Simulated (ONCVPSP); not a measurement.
## Cutoff test, Pd, ONCV

```json
{
  "Element": "palladium (Pd)",
  "Generator": "ONCVPSP 4.0.1",
  "Type": "optimised norm-conserving Vanderbilt (ONCV)",
  "Functional": "LDA (Perdew-Wang 92)",
  "Relativity": "scalar-relativistic",
  "Frozen core": "[Ar] 3d10",
  "Valence charge": "18",
  "Reference configuration": "4s2 4p6 4d10",
  "Partial waves": "4s: rc 1.60 bohr, ncon 4, nbas 7, qcut 9.7 1/bohr, 2 projectors, debl 1.1 Ha; 4p: rc 1.75 bohr, ncon 5, nbas 8, qcut 9.3 1/bohr, 2 projectors, debl 1.8 Ha; 4d: rc 2.00 bohr, ncon 4, nbas 9, qcut 8.5 1/bohr, 2 projectors, debl 0.4 Ha",
  "Local potential": "polynomial inside 1.35 bohr (lpopt 5, dvloc0 6 Ha)",
  "Core correction": "none"
}
```

In the s channel the program set the typed energies aside and used -3.140, 0.250 Ha. In the p channel the program set the typed energies aside and used -1.887, 0.250 Ha.

Task: For each optimised wave give the share of its norm inside rc, the residual kinetic energy above qcut (Ha) and the cutoffs (Ha) for errors of 10, 1, 0.1 and 0.01 mHa per electron.

Result:

```
         wave  norm inside rc  residual KE  10 mHa  1 mHa  0.1 mHa  0.01 mHa
           4s           0.962      7.9e-08    21.8   28.4     33.9      38.5
s projector 2           0.032      1.7e-08    12.8   23.1     30.2      36.0
           4p           0.951      2.7e-07    13.3   17.2     30.4      36.4
p projector 2           0.080      1.9e-07    10.8   14.6     27.2      34.9
           4d           0.766      7.1e-08    18.8   23.6     27.5      30.6
d projector 2           0.062      1.2e-08    13.9   19.8     24.6      28.5
```

The occupied waves need 28 Ha and 34 Ha for 1 and 0.1 mHa. 2 of 4 tests not solved or not reliable.
